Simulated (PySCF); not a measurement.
hydrogen iodide (HI), SMILES I. Atoms are numbered in the order given.

```xyz
2

I      0.0000     0.0000    -0.0298
H      0.0000     0.0000     1.5802
```
Charge 0, spin multiplicity 1.

Coordinates come from a PBE0-D3(BJ)/def2-TZVPD optimisation. The def2 effective core potentials stand for the cores of I; spin–orbit coupling is left out.

Method: PBE0-D3(BJ)/def2-TZVPD (PySCF 2.14.0).

Frequencies are harmonic and unscaled.

**Question.** Estimate the vibrational spectrum. (An estimate is asked for; the answer gives what the named calculation found.)

**Answer.** 
| mode | ν (cm⁻¹) | IR (km/mol) | moving atoms (share of kinetic energy) |
|---|---|---|---|
| 1 | 2345 | 0.0 | H 99 % |
